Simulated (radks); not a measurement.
Values are calculated unless marked as measured or tabulated.
Species: In II. Configuration: [Kr] 4d10 5s1.5 4f0.5 (fractional occupations, a model configuration). Level of theory: scalar-relativistic Kohn-Sham, revPBE, spin-polarised, spherical densities, finite nucleus; open shells are filled with parallel spins first (spin-orbit coupling, left out, can overturn this in heavy ions); Fermi nuclear charge, rms radius 4.6156 fm (a radial shooting solver on a logarithmic mesh with Libxc functionals).

Radial electron density D(r) = 4 pi r^2 rho(r):

r (bohr),D(r) (e/bohr),spin D(r)
0.005294,21.43,0.00206
0.006262,26.68,0.00253
0.007349,32.34,0.00301
0.008693,38.82,0.00352
0.0102,45.19,0.00395
0.01207,51.64,0.00426
0.01416,56.97,0.00435
0.01675,61.04,0.00411
0.01966,62.93,0.00351
0.02326,62.59,0.00249
0.02729,60.36,0.00131
0.03228,57.09,0.000187
0.03788,54.71,-0.000263
0.04481,54.89,0.000484
0.05259,58.75,0.00264
0.06221,66.27,0.00603
0.07301,74.37,0.00902
0.08636,79.92,0.00980
0.1013,79.23,0.00669
0.1199,71.90,-0.0000586
0.1407,62.24,-0.00614
0.1664,55.50,-0.00652
0.1953,56.10,0.00131
0.231,62.01,0.0132
0.2711,65.65,0.0182
0.3207,60.46,0.0111
0.3764,46.91,0.00101
0.4452,30.77,0.00405
0.5225,21.12,0.0238
0.618,19.23,0.0410
0.7253,21.26,0.0282
0.8579,21.80,-0.0110
1.007,18.80,-0.0305
1.191,13.50,0.0122
1.398,8.656,0.111
1.653,5.023,0.226
1.94,2.922,0.289
2.295,1.646,0.278
2.693,0.9182,0.211
3.186,0.4508,0.124
3.739,0.1999,0.0625
4.423,0.07573,0.0303
5.19,0.03501,0.0227
6.14,0.03306,0.0307
7.205,0.04750,0.0472
8.523,0.06391,0.0639
10,0.06822,0.0682
11.83,0.04743,0.0474
13.88,0.02479,0.0248
16.42,0.009410,0.00941
19.27,0.002604,0.00260
22.8,0.0004014,0.000401

D(r) has 5 maxima, at r = 0.0208, 0.0921, 0.271, 0.811, 9.61 bohr, and minima at 0.0410, 0.177, 0.594, 5.67 bohr, inside which lie 2.00, 11.15, 28.99, 47.53 electrons.
